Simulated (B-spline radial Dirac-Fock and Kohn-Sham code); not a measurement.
## What relativity does to the binding energies of Pb⁶⁰⁺

System: the Pb⁶⁰⁺ ion, configuration 1s2 2s2 2p6 3s2 3p6 3d4.

Both columns are ΔSCF binding energies of the configuration average from an atomic code on a B-spline grid: non-relativistic Hartree-Fock with a point nucleus, and Dirac-Fock with a finite nucleus and the Coulomb interaction alone, averaged over the two j levels with weights 2j+1.

```
shell  Hartree-Fock (eV)  Dirac-Fock (eV)  shift (eV)  shift (%)
   1s            83761.0          92837.2    +9076.24     +10.84
   2s            17613.3          20146.2    +2532.87     +14.38
   2p            17123.4          18032.0     +908.65      +5.31
   3s             6882.0           7622.1     +740.02     +10.75
   3p             6664.5           6983.6     +319.08      +4.79
   3d             6339.9           6375.8      +35.95      +0.57
```

Relativity binds 1s, 2s, 2p, 3s, 3p, 3d more strongly, among those listed most of all 2s in relative terms.

Values without a named source are computed, but for edge energies of neutral atoms, which are taken from tables.
